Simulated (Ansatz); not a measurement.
# Relaxing a trial structure of CH7CuSi2

The starting geometry of this gas-phase singlet was optimised with GFN2-xTB.

```xyz
11

C    -1.5210    0.2749   -1.6500
Cu    0.2090   -0.3007    1.4050
Si    0.1080   -0.4912   -0.9515
Si    0.0274    0.0127    3.6468
H    -2.3988   -0.1972   -1.2143
H    -1.5818    1.3387   -1.4303
H    -1.5840    0.1568   -2.7269
H     1.1203    0.1698   -1.8293
H     0.0849   -1.8340   -1.6072
H     0.5447    1.0419    4.5928
H    -0.7534   -0.6965    4.7009
```

Predict what becomes of its bonds when it is optimised with B3LYP/6-31G*.

It keeps its bonds.

The energy falls by 0.76 eV over 37 steps:

| step | E − E(last) (eV) |
| --- | --- |
| 1 | 0.757 |
| 5 | 0.298 |
| 9 | 0.067 |
| 13 | 0.005 |
| 17 | 0.004 |
| 21 | 0.003 |
| 25 | 0.001 |
| 29 | 0.001 |
| 33 | 0.000 |
| 37 | 0.000 |

Final geometry (Å):

```yaml
atoms:
  - { symbol: C, position_ang: [-1.5790, 0.1442, -1.0004] }
  - { symbol: Cu, position_ang: [0.5863, -1.3451, 1.3578] }
  - { symbol: Si, position_ang: [0.1797, -0.4961, -0.6602] }
  - { symbol: Si, position_ang: [0.0341, -0.1236, 2.9909] }
  - { symbol: H, position_ang: [-2.3260, -0.6298, -0.7922] }
  - { symbol: H, position_ang: [-1.8166, 1.0145, -0.3802] }
  - { symbol: H, position_ang: [-1.6795, 0.4361, -2.0522] }
  - { symbol: H, position_ang: [1.1637, 0.5688, -1.0316] }
  - { symbol: H, position_ang: [0.4320, -1.6117, -1.6411] }
  - { symbol: H, position_ang: [0.6782, 1.2383, 3.0680] }
  - { symbol: H, position_ang: [-1.4175, 0.2795, 3.0772] }
```

Frequencies at the end are all real (lowest 20 cm⁻¹). Run with Ansatz 0.2.0, 2 min on 2 threads of Arm Neoverse V1, on a shared host.
